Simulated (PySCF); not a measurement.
Species: Ag(AsH3)Cl (singlet state).
Geometry (PBE0-D3(BJ)/def2-SVP, Å), atoms numbered from 1 in this order:
```
atom  x, y, z in Å
Ag1    0.0003    0.0109   -1.6213
As2    0.0050   -0.0149    0.8259
H3     0.8293   -1.0367    1.5684
H4    -1.2928   -0.2221    1.5659
H5     0.4739    1.2085    1.5733
Cl6   -0.0157    0.0543   -3.9122
```

The closed-shell ground state was solved at several levels (PySCF, density fitting, gas phase). Atoms past krypton carry effective core potentials; spin–orbit coupling is left out.

```
                          level  basis functions  HOMO (eV)  LUMO (eV)  gap (eV)  dipole (D)
PBE0/pcSseg-1 (def2-TZVP on Ag)              120      -7.03      -1.12      5.91        8.83
            CAM-B3LYP/def2-SVPD              123      -8.43      -0.44      7.99        9.04
```

Q: What might KT2/pcSseg-1 (def2-TZVP on Ag) (120 basis functions) give for the same quantities?

A: HOMO -5.92 eV, LUMO -1.96 eV, gap 3.96 eV, dipole 8.26 D.

Q: Over all these levels, which gives the widest orbital gap and which the narrowest?

A: CAM-B3LYP/def2-SVPD (range-separated hybrid) has the widest, 7.99 eV, and KT2/pcSseg-1 (def2-TZVP on Ag) (GGA) the narrowest, 3.96 eV. Functional and basis both differ between the two, so the spread mixes both effects.

Q: How far do the dipole and the HOMO energy spread over the levels?

A: The dipole runs from 8.26 to 9.04 D (mean 8.71 D) and the HOMO from -8.43 to -5.92 eV.
